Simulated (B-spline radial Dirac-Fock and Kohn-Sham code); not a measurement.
**Dipole and non-dipole photoemission parameters of Ne 2s**

System: the free neon atom, configuration [He] 2s2 2p6; threshold 42.10 eV (orbital energy of the model). Method: Dirac-Hartree-Slater photoionisation with a Latter tail; cross sections with all multipoles, angular parameters from the dipole term and its interference with E2. Computed with a radial B-spline solver.

For linearly polarised light dσ/dΩ = σ/(4π) [1 + β P₂(cos θ) + (δ + γ cos²θ) sin θ cos φ], with θ from the polarisation vector and φ the angle between the beam and the projection of the electron momentum on the plane normal to the polarisation.

| hν (eV) | σ (kb) | β | γ |
| --- | --- | --- | --- |
| 58.6 | 523 | 2.000 | 0.191 |
| 83.3 | 582 | 2.000 | 0.108 |
| 85.7 | 579 | 2.000 | 0.100 |
| 95.8 | 555 | 2.000 | 0.066 |
| 132 | 428 | 2.000 | -0.010 |
| 150 | 370 | 2.000 | -0.026 |
| 160 | 342 | 2.000 | -0.031 |
| 239 | 189 | 2.000 | -0.022 |
| 242 | 185 | 2.000 | -0.021 |
| 279 | 146 | 2.000 | -0.001 |
| 347 | 98.8 | 2.000 | 0.040 |
| 406 | 73.4 | 2.000 | 0.076 |
| 454 | 58.9 | 2.000 | 0.106 |
| 600 | 33.1 | 2.000 | 0.193 |
| 707 | 23.2 | 2.000 | 0.253 |
| 800 | 17.6 | 2.000 | 0.302 |
| 807 | 17.3 | 2.000 | 0.306 |
| 940 | 12.1 | 2.000 | 0.372 |
| 1000 | 10.5 | 2.000 | 0.400 |
| 1010 | 10.3 | 2.000 | 0.405 |
| 1090 | 8.56 | 2.000 | 0.441 |
| 1486.9 | 4.00 | 2.000 | 0.601 |
| 3080 | 0.592 | 2.000 | 1.069 |
| 3330 | 0.478 | 2.000 | 1.128 |
| 5050 | 0.148 | 2.000 | 1.481 |
| 5300 | 0.129 | 2.000 | 1.526 |
| 5414.7 | 0.121 | 2.000 | 1.547 |
| 8047.8 | 0.0379 | 2.000 | 1.963 |
| 9251.7 | ? | ? | ? |
| 10700 | 0.0161 | 2.000 | 2.307 |

Q: Give the values at Ga Kα (9251.7 eV).

A: σ = 0.0250 kb, β = 2.000, γ = 2.126. For an s subshell δ is negligible.
